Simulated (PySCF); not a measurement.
## Single point on TlGe

State: ⁴Σ⁻ (quartet), unpaired electrons σ ↑, π ↑↑.

An equivalent input (the run itself took its basis sets from the Basis Set Exchange, started from a PBE0 density and held the occupation σ 12α 11β, πx 6α 5β, πy 6α 5β, δx 2α 2β, δy 2α 2β):

```python
from pyscf import gto, scf, cc
mol = gto.M(atom='Tl 0 0 0; Ge 0 0 2.739', basis={'Tl': 'def2-SVP', 'Ge': 'def2-SVP'}, ecp={'Tl': 'def2-SVP'},
            charge=0, spin=3, verbose=4, symmetry='C2v')
mf = scf.UHF(mol)
mf.irrep_nelec = {'A1': (14, 13), 'A2': (2, 2), 'B1': (6, 5), 'B2': (6, 5)}
mf.conv_tol = 1e-9
mf.max_cycle = 60
mf.diis_space = 10
mf.kernel()
mycc = cc.CCSD(mf, frozen=[[0, 1, 2, 3, 4, 5, 6, 7, 8, 9, 10, 11, 12, 57], [0, 1, 2, 3, 4, 5, 6, 7, 8, 9, 10, 11, 12, 57]])
mycc.run(conv_tol=1e-7, conv_tol_normt=1e-5, max_cycle=80, diis_space=8)
et = mycc.ccsd_t()
```

The SCF ended at -2246.61859629 hartree. The coupled-cluster part of the log:

```
******** <class 'pyscf.cc.uccsd.UCCSD'> ********
CC2 = 0
CCSD nocc = (15, 12), nmo = (44, 44)
frozen orbitals [[0, 1, 2, 3, 4, 5, 6, 7, 8, 9, 10, 11, 12, 57], [0, 1, 2, 3, 4, 5, 6, 7, 8, 9, 10, 11, 12, 57]]
max_cycle = 80
direct = 0
conv_tol = 1e-07
conv_tol_normt = 1e-05
diis_space = 8
diis_start_cycle = 0
diis_start_energy_diff = 1e+09
Init t2, MP2 energy = -0.246905058673327
Init E_corr(UCCSD) = -0.246905058678143
cycle = 1  E_corr(UCCSD) = -0.248322926416157  dE = -0.00141786774  norm(t1,t2) = 0.0856571
cycle = 2  E_corr(UCCSD) = -0.258278954199873  dE = -0.00995602778  norm(t1,t2) = 0.0316475
cycle = 3  E_corr(UCCSD) = -0.259057310168511  dE = -0.000778355969  norm(t1,t2) = 0.018609
cycle = 4  E_corr(UCCSD) = -0.260903753641648  dE = -0.00184644347  norm(t1,t2) = 0.00990105
cycle = 5  E_corr(UCCSD) = -0.260568161704457  dE = 0.000335591937  norm(t1,t2) = 0.00509746
cycle = 6  E_corr(UCCSD) = -0.260532506107895  dE = 3.56555966e-05  norm(t1,t2) = 0.00119185
cycle = 7  E_corr(UCCSD) = -0.260582239377074  dE = -4.97332692e-05  norm(t1,t2) = 0.000389296
cycle = 8  E_corr(UCCSD) = -0.260579155145671  dE = 3.0842314e-06  norm(t1,t2) = 0.000124212
cycle = 9  E_corr(UCCSD) = -0.260579011838704  dE = 1.43306968e-07  norm(t1,t2) = 3.71945e-05
cycle = 10  E_corr(UCCSD) = -0.260579398608611  dE = -3.86769908e-07  norm(t1,t2) = 1.52458e-05
cycle = 11  E_corr(UCCSD) = -0.260579354988386  dE = 4.36202257e-08  norm(t1,t2) = 6.44327e-06
UCCSD converged
E(UCCSD) = -2246.879175643832  E_corr = -0.2605793549883858
UCCSD(T) correction = -0.0094415533198423
```

T1 diagnostic 0.016, D1 0.070, 27 electrons correlated, 1 of the virtual orbitals (those above 20 hartree) left out.

Repeating this along the bond gives Re = 2.754 Å and ωe = 157 cm⁻¹.

A point of this curve took 9.8 CPU seconds beside 0.49 for the integrals, on Oxide Virtual Turin-like (shared host).

Correlated steps freeze 13 core orbitals. Spin–orbit coupling is left out, which matters for elements this heavy, above all for dissociation energies. The state was picked by a PBE0 search and need not be the measured ground state.
